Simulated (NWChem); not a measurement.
# BeHOF; SMILES [F][Be][OH]

```xyz
4

Be     0.0033    -0.0402     0.0000
F     -0.0067    -1.4388     0.0000
O     -0.0553     1.3686     0.0000
H      0.4900     2.1605     0.0000
```
Atoms are numbered in this order, from 1.

All runs: NWChem. The geometry was optimised at PBE-D3(BJ)/def2-SVP.

### Question
Taking B3LYP/cc-pVQZ as the yardstick, which of these has the fewest basis functions while keeping “highest occupied level (eV)” within 0.2 eV of it: B3LYP/cc-pVTZ; B3LYP/aug-cc-pVTZ; B3LYP/aug-cc-pVDZ; B3LYP/cc-pVDZ?

### Answer
B3LYP/aug-cc-pVDZ.
```tsv
level	basis functions	highest occupied level (eV)	relative time (rough)
B3LYP/cc-pVDZ	47	-8.95	1
B3LYP/aug-cc-pVDZ	78	-9.34	2
B3LYP/cc-pVTZ	104	-9.12	3
B3LYP/aug-cc-pVTZ	161	-9.32	10
B3LYP/cc-pVQZ	195	-9.24	10
```

The yardstick is one finite set, not the basis-set limit.
